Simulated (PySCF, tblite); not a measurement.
Isomers of C5H7F3. Computed with GFN2-xTB (tblite): harmonic, unscaled wavenumbers at the GFN2-xTB geometry, gas phase. The method is semi-empirical: single wavenumbers can be off by several per cent or more. One conformer each.

Electronic energies: PBE0/pcSseg-1 single points on the GFN2-xTB geometries (PySCF, gas phase).

```csv
SMILES,"electronic energy, lowest = 0 (kJ/mol)"
C/C(=C\C(F)F)CF,57.9
CCCC(F)=C(F)F,85.9
FCC(F)(F)C1CC1,58.5
FC(F)C1(F)CCC1,42.0
FC(F)(F)CC1CC1,0.0
```

Task: How do GFN2-xTB zero-point energies change the relative energies?

Result: 
```csv
SMILES,ZPE (kJ/mol),of it from modes above 1550 cm⁻¹,electronic (kJ/mol),"with ZPE, lowest = 0 (kJ/mol)",lowest mode (cm⁻¹),rings
FC(F)(F)CC1CC1,294.8,128.4,0.0,0.0,47,1
FC(F)C1(F)CCC1,296.9,126.2,42.0,44.1,54,1
C/C(=C\C(F)F)CF,289.6,135.7,57.9,52.8,15i,0
FCC(F)(F)C1CC1,293.4,128.3,58.5,57.1,47,1
CCCC(F)=C(F)F,293.1,136.9,85.9,84.2,41,0
```

The zero-point energies span 7.3 kJ/mol, from `C/C(=C\C(F)F)CF` to `FC(F)C1(F)CCC1`. Slightly imaginary modes are left out of the zero-point energy: `C/C(=C\C(F)F)CF` 14.8i cm⁻¹. The order is unchanged.

Task: And how do the electronic energies of GFN2-xTB itself compare?

Result: `FC(F)(F)CC1CC1` 0.9; `FC(F)C1(F)CCC1` 0.0; `C/C(=C\C(F)F)CF` 37.9; `FCC(F)(F)C1CC1` 35.7; `CCCC(F)=C(F)F` 53.5 kJ/mol, lowest = 0. Against the energies above, taken from the same isomer `FC(F)(F)CC1CC1`, the largest difference is 42.9 kJ/mol.

Task: What do entropy and thermal enthalpy add at 298.15 K and 1 bar (rigid rotor, harmonic oscillator, one conformer each)?

Result: 
```csv
SMILES,point group,symmetry number,S (J/(mol K)),H − H(0) (kJ/mol),ZPE + H − H(0) − TS (kJ/mol)
FC(F)(F)CC1CC1,C1,1,372.3,23.30,207.0
FC(F)C1(F)CCC1,C1,1,365.9,22.67,210.5
FCC(F)(F)C1CC1,C1,1,375.8,23.86,205.2
CCCC(F)=C(F)F,C1,1,396.1,26.23,201.2
```

Not tabulated: `C/C(=C\C(F)F)CF` (lowest mode only 15i cm⁻¹).
